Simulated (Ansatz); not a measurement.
Total energies of Mg₄H₈ (the lowest singlet isomer of a short search) from Ansatz at r2SCAN-D4/def2-TZVP, gas phase (1 Eh = 27.2114 eV = 2625.5 kJ/mol). The reference geometry is relaxed at r2SCAN-D4/def2-SVP.

Cartesian coordinates in Å:
```
Mg 1.477 0.105 -1.606
Mg -0.995 1.088 1.612
Mg -1.364 -0.466 -0.908
Mg 0.658 -1.288 0.898
H -0.048 -0.473 2.344
H -0.796 -1.974 -0.009
H 0.195 0.483 0.001
H 2.595 1.122 -2.401
H -1.105 2.588 2.423
H -2.326 0.456 0.309
H 1.993 -1.284 -0.315
H -0.284 -0.358 -2.349
```

```
                 state   geometry  energy (Eh)
      charge 0 singlet  reference   -805.00176
      charge 1 doublet  reference   -804.69625
free Mg atom (singlet)          –   -200.03322
 free H atom (doublet)          –     -0.49993
```

(1) Work out the vertical ionisation energy to the doublet.

(2) What is the binding energy per atom against free atoms?

(1) E(charge 1 doublet) − E(charge 0 singlet) = -804.69625 − (-805.00176) = 0.30551 Eh = 8.31 eV. For comparison, −ε of the highest occupied level is 6.05 eV at this level, 2.26 eV less.

(2) Atoms: 4 × (-200.03322) + 8 × (-0.49993) = -804.13232 Eh. Binding: -804.13232 − (-805.00176) = 0.86944 Eh = 23.66 eV, or 1.97 eV for each of 12 atoms (no zero-point energy, no counterpoise term).

At r2SCAN-D4/def2-TZVP the gap within one spin of the charge 1 doublet nearly closes, so an electron or hole may be smeared out by delocalisation error. 

The structure comes from a short search, and lower isomers may exist.
